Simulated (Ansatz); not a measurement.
## Relative stability

The two ends of one reaction step of Si3NH9ClF, singlet (PBE0-D4/def2-TZVP).

A:

```
15
angstrom
Si -0.1756 1.5098 0.8434
Cl 3.1190 -0.9146 0.1605
N -0.4947 0.1021 -0.0653
Si -1.0909 -1.3636 0.6742
Si -0.1187 0.0584 -1.7743
H 2.5902 0.0453 0.8330
F 1.2929 1.4269 1.5115
H -1.1181 1.6489 1.9720
H -0.1493 2.6885 -0.0499
H -1.4756 -1.0401 2.0716
H -0.0547 -2.4251 0.6709
H -2.2765 -1.8523 -0.0777
H 0.2137 -1.3417 -2.1387
H 1.0262 0.9596 -2.0512
H -1.2881 0.4981 -2.5798
```

B:

```
15
angstrom
Si 0.5213 1.4950 0.2661
Cl 2.5824 1.1398 0.3179
N -0.3422 0.1324 -0.2849
Si -1.1379 -1.0126 0.7786
Si -0.4398 -0.1784 -2.0024
H 2.1869 -0.3672 1.8535
F 1.6527 -0.8925 2.4079
H 0.1377 1.8421 1.6481
H 0.3839 2.6262 -0.6761
H -1.3096 -0.3916 2.1114
H -0.3850 -2.2849 0.8698
H -2.4688 -1.3032 0.1775
H -0.2636 -1.6330 -2.2452
H 0.6392 0.5867 -2.6772
H -1.7573 0.2412 -2.5449
```

Computed with Ansatz 0.2.0 (basis: def2-TZVPP); correlated methods freeze the cores. B3LYP uses VWN-RPA correlation.

Problem. Which structure is lower at CCSD(T), and by how much? (Judge from chemistry; the value comes from the calculation.)

Solution. By the calculation: A, by 42.7 kJ/mol (electronic energy, against the other). By their contacts, A is a complex of Si₃NH₈F ([F][SiH2][N]([SiH3])[SiH3]) + HCl and B is a complex of Si₃NH₈Cl ([SiH3][N]([SiH3])[SiH2][Cl]) + HF.

All methods give the same order:

```csv
method,E(B) − E(A) (kJ/mol)
SPW92,29.0
PBE-D4,29.8
BLYP-D4,40.4
r2SCAN-D4,38.2
B97M-V,44.7
PBE0-D4,31.7
B3LYP-D4,41.9
r2SCAN0-D4,37.7
BHLYP-D4,45.4
CAM-B3LYP-D4,47.0
wB97X-V,40.7
wB97M-V,39.0
B2PLYP,43.4
PBE-QIDH,35.0
RPA on PBE,46.9
HF,55.7
MP2,37.8
CCSD,45.5
CCSD(T),42.7
```

T1 diagnostic: at most 0.011.

Labels in which every atom is bracketed show which atoms are joined, not bond orders.

For scale, one of the runs: CCSD(T)/def2-TZVPP, 356 basis functions, launched by `ansatz run in.yaml --threads 4 --pin off --events-out ev --progress --plain --max-ram 66560MiB --backend cuda --devices 0, --max-vram 37GiB`. Time: 19 s of wall clock on 4 CPU threads of an AMD EPYC 7R13 and a share of one NVIDIA H100; the host was shared. Peak host memory: 0.86 GiB.
